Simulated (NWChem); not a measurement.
CH₄OSi; SMILES O=C[SiH3]

```xyz
7

O     -0.3448    -1.6867     0.0000
C      0.4833    -0.8113     0.0000
Si    -0.0646     1.0477     0.0000
H      1.5795    -1.0718     0.0000
H     -0.8896     1.2838     1.2198
H     -0.8896     1.2838    -1.2198
H      1.1235     1.9530     0.0000
```
Atoms are numbered in this order, from 1.

Computed with NWChem. Pople sets run with spherical d functions. Structure relaxed at the PBE0/def2-SVP level. Atomic charges in e: unrestrained fits to the electrostatic potential beside Mulliken populations; buried atoms are poorly determined by the fit.

For level B3LYP/def2-SVP:

| Item | Result |
|---|---|
| Mulliken O1 | -0.20 |
| ESP Si3 | 0.27 |
| Mulliken Si3 | 0.39 |

Q: What are these values for level Hartree-Fock/6-31G*?

A: 
| Property | Value |
|---|---|
| Mulliken O1 | -0.45 |
| ESP Si3 | 0.41 |
| Mulliken Si3 | 0.64 |
